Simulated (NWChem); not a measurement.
System: C3H2N2O; SMILES C(#N)/N=C/C=O

```xyz
8

N      0.2606     3.0031     0.0000
C     -0.0393     1.8786     0.0000
N     -0.5040     0.6330     0.0000
C      0.2701    -0.3839     0.0000
C     -0.3496    -1.7390     0.0000
O      0.3138    -2.7402     0.0000
H      1.3721    -0.3323     0.0000
H     -1.4662    -1.7328     0.0000
```
Atoms are numbered in this order, from 1.

Program: NWChem. All runs use the structure optimised with PBE0/def2-SVP.

Question: Predict the results for B3LYP/def2-TZVP. Quantities: highest occupied level (eV); orbital gap (eV); dipole (D).

Answer: 
```
Quantity                     Result
---------------------------  ------
highest occupied level (eV)   -8.49
orbital gap (eV)               4.35
dipole (D)                     1.95
```
